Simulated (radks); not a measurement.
The oxygen anion O2-, [Ne], held by a Watson sphere: a shell of charge +2 at radius R that stands for the Madelung well of a crystal (potential energy -2/R inside, -2/r outside, in hartree with lengths in bohr). Calculated with a radial shooting solver on a logarithmic mesh with Libxc functionals: non-relativistic Kohn-Sham, LDA (Slater exchange, Perdew-Wang correlation), spin-polarised, spherical densities, point nucleus. Response by self-consistent Sternheimer equations with the Hartree and adiabatic LDA kernel. The sphere does not respond.

R (bohr)  e(1s) (eV)  e(2s) (eV)  e(2p) (eV)  <r> 2p (bohr)  sum of <r^2> (bohr^2)  X-ray form factor at sin(theta)/lambda = 0.1 1/angstrom  alpha (bohr^3)
2.17         -504.15     -21.152      -7.294          1.530                  22.93                                                    8.558           17.30
2.42         -503.97     -20.231      -6.507          1.585                  24.67                                                    8.477           22.04
2.45         -503.94     -20.130      -6.419          1.592                  24.88                                                    8.468           22.68
2.55         -503.85     -19.810      -6.134          1.612                  25.58                                                    8.437           24.95
3.39         -502.99     -17.828      -4.254          1.773                  31.68                                                    8.213           53.80
3.4          -502.98     -17.811      -4.236          1.775                  31.76                                                    8.210           54.28

Estimate the row for R = 2.94 bohr.

Answer. e(1s) (eV) -503.46; e(2s) (eV) -18.751; e(2p) (eV) -5.156; <r> 2p (bohr) 1.690; sum of <r^2> (bohr^2) 28.35; X-ray form factor at sin(theta)/lambda = 0.1 1/angstrom 8.327; alpha (bohr^3) 35.89.
